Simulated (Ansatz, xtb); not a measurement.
**Isomers of C6H4FNO in order of energy**

4 gas-phase structures of C6H4FNO, from a drawn sample of its isomers (lower ones may exist). Each was relaxed with GFN2-xTB:

A. `N#CC1=COC=C(F)C1`, a singlet
B. `FCC#Cc1cnco1`, a singlet
C. `C#CCc1cnc(F)o1`, a singlet
D. `Fc1cc2occc2[nH]1`, a singlet

Q: Make a reasoned guess at their ranking by r2SCAN-D4/def2-SVP single-point energy.

A: Calculated order at r2SCAN-D4/def2-SVP: D (0.0), A (66.8), B (142.5), C (151.4) kJ/mol.

Energies above the lowest of each column, in kJ/mol; the last columns are at B3LYP/def2-SVP geometries and were run for some of them only (a dash: not run or not comparable):

```csv
structure,GFN2-xTB,HF/STO-3G,r2SCAN-D4/def2-SVP,B3LYP/def2-SVP,CCSD(T)/def2-SVP + ΔMP2/def2-TZVPP
D,0.0,0.0,0.0,0.0,0.0
A,154.0,33.6,66.8,41.8,12.4
B,153.6,152.1,142.5,109.8,89.4
C,154.7,141.4,151.4,–,–
```

Every level run on D puts it lowest or level with the lowest. Flexible structures stand in one conformer each, not always the lowest. Frequencies (GFN2-xTB) were run for A, B, D alone. ΔMP2 is the change of the MP2 energy from the smaller to the larger basis.

Over these structures GFN2-xTB departs from r2SCAN-D4/def2-SVP by 30.9 kJ/mol on average once a common shift is removed. A GFN2-xTB relaxation took about 0.058 s and the r2SCAN-D4/def2-SVP energy about 2.1 s on a shared host (Ansatz 0.2.0, xtb 6.7.1).
